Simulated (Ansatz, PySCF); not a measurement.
HfCl2I2, SMILES [Cl][Hf]([Cl])([I])[I], multiplicity 1. Atoms are numbered in the order given.

```xyz
5

Hf     0.0000     0.0000     0.5647
Cl     0.0000     1.9016     1.8987
Cl     0.0000    -1.9016     1.8987
I     -2.1885     0.0000    -0.9885
I      2.1885     0.0000    -0.9885
```

Geometry optimised at PBE0-D3(BJ)/def2-SVP. The multiplicity is an assumed one; no other spin state was optimised. The structure was generated by enumeration; whether it is a known compound was not checked. The def2 effective core potentials stand for the cores of Hf, I; spin–orbit coupling is left out.

Two levels are set side by side: PBE-D3(BJ)/def2-SVP (Ansatz, an electronic-structure program) and PBE0-D3(BJ)/def2-SVP (Ansatz). Each level has its own optimised geometry; the coordinates shown are those of the second. Frequencies come from the Hessian of PySCF at each geometry. Differences are taken from unrounded values.

```tsv
quantity	PBE0-D3(BJ)
mean bond length (Å)	2.503
bond Hf1–Cl2 (Å)	2.323
bond Hf1–Cl3 (Å)	2.323
bond Hf1–I4 (Å)	2.684
bond Hf1–I5 (Å)	2.684
highest harmonic wavenumber (cm⁻¹)	397
mean harmonic wavenumber (cm⁻¹)	174
zero-point energy (kcal/mol)	2.24
```

Question: What does PBE-D3(BJ) give, and how far is it from PBE0-D3(BJ)? (An estimate is asked for; the answer gives what the named calculation found.)

Answer: 
```tsv
quantity	PBE-D3(BJ)	PBE-D3(BJ) minus PBE0-D3(BJ)
mean bond length (Å)	2.516	0.013
bond Hf1–Cl2 (Å)	2.335	0.012
bond Hf1–Cl3 (Å)	2.335	0.012
bond Hf1–I4 (Å)	2.698	0.014
bond Hf1–I5 (Å)	2.698	0.014
highest harmonic wavenumber (cm⁻¹)	385	-11
mean harmonic wavenumber (cm⁻¹)	169	-5
zero-point energy (kcal/mol)	2.18	-0.07
```

Exact exchange shortens and stiffens bonds; PBE has none. Differences between two approximate levels are no errors against the true value.
